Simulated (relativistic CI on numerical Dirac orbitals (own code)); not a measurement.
# Kr²²⁺: q coefficients and field-shift factors

Calculated at this level of theory: Dirac-Coulomb-Breit CI, KLI orbitals optimised for each configuration, derivatives by finite differences, unscaled Slater integrals, QED left out (own radial code, finite nucleus).

Configurations in the expansion (outside the closed core [Ne]): 3s2 3p2, 3s 3p3, 3s2 3p 3d, 3p4, 3s 3p2 3d, 3p3 3d, 3s2 3d2, 3s 3d3, 3p2 3d2, 3p 3d3. Double excitations out of closed p, d and f shells are left out; levels of such configurations are missing from the list, as are those of other unlisted configurations, and high levels can miss mixing partners.

With x = (α/α₀)² − 1 an excitation energy changes as ω = ω₀ + qx; K = 2q/ω₀ is the relative enhancement. Terms are leading LS components, so labels can repeat. The field-shift factor is F = δν/δ⟨r²⟩ for the transition from the lowest level.

Lowest level 3s2 3p2 3P_0.

```tsv
Level	ω₀ (cm⁻¹)	q (cm⁻¹)	F (GHz/fm²)
3s2 3p2 3P_1	67359	87770	-0.719
3s2 3p2 3P_2	94615	95270	-0.786
3s2 3p2 1D_2	185984	178400	-1.8
3s2 3p2 1S_0	257166	177400	-2.81
3s 3p3 5S°_2	476786	161300	-90.2
3s 3p3 3D°_1	587364	144600	-80.3
3s 3p3 3D°_2	595215	169900	-80.8
3s 3p3 3D°_3	620976	201800	-81.4
3s 3p3 3P°_0	691409	204100	-81.5
3s 3p3 1D°_2	691803	188500	-64.2
3s 3p3 3P°_1	698667	215000	-81.2
3s 3p3 3P°_2	757407	230900	-54.3
3s2 3p 3d 3F°_2	800927	141100	-14.1
3s 3p3 3S°_1	807645	182300	-92.9
3s2 3p 3d 3F°_3	829090	139200	-0.728
3s2 3p 3d 3F°_4	889713	209700	-0.404
3s 3p3 1P°_1	902263	203900	-52.5
3s2 3p 3d 3P°_2	904573	122500	-19.2
3s2 3p 3d 3D°_1	918426	169200	-38.3
3s2 3p 3d 3D°_2	970642	195900	-25.4
3s2 3p 3d 3P°_0	978483	195800	-11
3s2 3p 3d 3D°_3	980028	187600	-9.76
3s2 3p 3d 3P°_1	989277	211400	-17
```

At this charge energies of transitions that change n are usually good to better than 1 %, and those within a shell (Δn = 0) to a few per cent.

(1) Which transition from the lowest level has the largest |K|?

## Answers

(1) 3s2 3p2 3P_1 at 67359 cm⁻¹, K = 2.61.
